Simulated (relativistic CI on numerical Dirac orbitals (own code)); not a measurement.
**Ni²⁺: resonant inelastic scattering at the M2,3 edge**

Computed with this model: Dirac-Coulomb-Breit CI, KLI orbitals optimised for each configuration, model QED (radiative potential, 1s self-energy scaled to tabulated hydrogen-like ionisation energies), valence Slater integrals scaled by 0.9, Kramers-Heisenberg scattering through one core-hole configuration in a parametric crystal field; configurations [Ar] 3d8 → [Ne] 3s2 3p5 3d9; 10 K; core-hole width 0.48 eV; summed over polarisations. Incident energies are the highest absorption maxima for each field (at most a few, so the weaker spin-orbit partner edge can be absent), on the computed scale of the free ion. Intensities are in per cent of the strongest line above 0.02 eV; levels within 1 cm⁻¹ are merged; final levels count from the ground level, the first row holds all elastic scattering, lines under 0.4 are left out and each table stops after 24 rows. The scale of the Slater integrals is a model choice and moves the terms in proportion.

Field parameters in Wybourne normalisation: D4h B²₀ = −7Ds, B⁴₀ = 21(Dq − Dt), B⁴₄ = 21√(5/14) Dq; Td as Oh with Dq negative (B⁴₀ = 21Dq, B⁴₄ = √(5/14) B⁴₀). The field is a parameter set, without covalency.

S is read from ⟨S²⟩ = S(S + 1).

D4h, 10Dq = 6100, Ds = 1160, Dt = -150 cm⁻¹:

```
Final level (eV)  Degeneracy  Irrep     S  67.7 eV  68.5 eV  73.4 eV
           0.000           2      E  1.00     29.9     32.5    147.1
           0.001           1     B2  1.00      2.8      5.1      5.0
           0.750           1     B1  1.00     10.0      3.3     18.6
           0.769           2      E  1.00     10.1      8.6    100.0
           0.831           1     A1  1.00      2.9      1.8     57.3
           0.844           1     A2  1.00      2.4      3.1     50.4
           0.901           2      E  1.00     19.8      7.9     32.1
           0.941           1     B1  1.00      1.7      1.5     40.7
           0.950           1     B2  1.00      3.9      5.6     41.1
           1.317           1     A1  0.99      4.2      2.2     33.8
           1.360           2      E  1.00     14.2     12.0     87.3
           1.479           1     A2  1.00      3.2      6.6     24.3
           1.518           1     A1  0.97      0.8      3.3     20.5
           1.533           2      E  1.00      7.4      9.8     24.2
           1.539           1     B2  1.00      2.4     13.5     38.3
           1.544           1     B1  0.99      3.2      3.6     36.0
           2.038           1     A1  0.10      0.3      2.5      0.6
           2.169           1     B1  0.05      0.5      2.1      0.5
           2.851           1     B2  0.07      0.3      5.1      1.5
           2.877           2      E  0.17      1.4      4.8      2.2
           3.126           1     A2  0.00      0.0      0.2      0.5
           3.196           1     A1  0.95      0.4      0.1     14.1
           3.231           2      E  0.94      2.1      3.5     10.1
           3.288           1     A1  0.16      0.1      0.6      0.6
```

Td, 10Dq = -8250 cm⁻¹:

```csv
Final level (eV),Degeneracy,Irrep,S,67.4 eV,72.9 eV
0.000,1,A1,1.00,39.7,83.8
0.052,3,T1,1.00,2.7,62.6
0.150,2,E,1.00,23.4,90.7
0.166,3,T2,1.00,0.7,27.7
0.980,3,T1,1.00,5.4,100.0
0.992,2,E,1.00,12.5,3.8
0.999,3,T2,0.99,7.1,34.9
2.012,3,T2,0.93,11.5,10.7
2.153,3,T2,0.20,0.7,5.7
3.016,3,T2,0.99,1.0,28.5
3.021,2,E,0.99,0.3,11.2
3.093,3,T1,1.00,0.8,1.6
3.121,1,A1,1.00,0.2,8.1
3.785,1,A1,0.01,0.0,0.9
3.829,3,T1,0.00,0.0,1.6
```

D4h, 10Dq = 13450, Ds = 320, Dt = 670 cm⁻¹:

```tsv
Final level (eV)	Degeneracy	Irrep	S	68 eV	68.9 eV	73.8 eV
0.000	1	B2	1.00	38.0	25.6	107.4
0.002	2	E	1.00	7.6	14.1	10.4
0.862	1	A1	1.00	7.4	3.2	15.7
0.875	1	A2	1.00	1.1	0.3	16.6
0.919	2	E	1.00	9.1	9.8	87.2
0.948	1	B1	1.00	0.3	0.2	9.6
0.963	1	B2	1.00	14.1	9.0	17.8
1.652	1	B1	0.99	4.2	0.3	100.0
1.669	2	E	1.00	17.2	6.2	32.4
1.800	1	A1	0.91	6.7	8.6	78.3
1.847	2	E	1.00	11.3	5.3	71.3
1.979	1	A1	0.45	1.0	1.2	9.2
2.065	1	B1	0.65	0.5	1.6	2.8
2.079	1	A2	1.00	6.7	6.3	14.6
2.130	2	E	1.00	7.8	20.7	90.9
2.139	1	B2	1.00	7.2	8.4	16.6
2.144	1	A1	0.86	0.2	0.5	2.2
2.262	1	B1	0.60	0.2	1.9	1.6
2.999	2	E	0.06	0.2	3.0	1.8
3.587	1	B2	0.35	0.2	2.8	4.3
3.626	1	A1	0.98	2.3	0.5	14.2
3.641	2	E	0.98	0.4	1.9	40.8
3.704	1	A1	0.10	0.2	2.0	1.0
3.827	1	B1	1.00	0.1	0.0	16.4
```

For the first field the strongest loss at the lowest incident energy is the level at 0.90 eV (S = 1.00, against 1.00 in the thermal ground state).
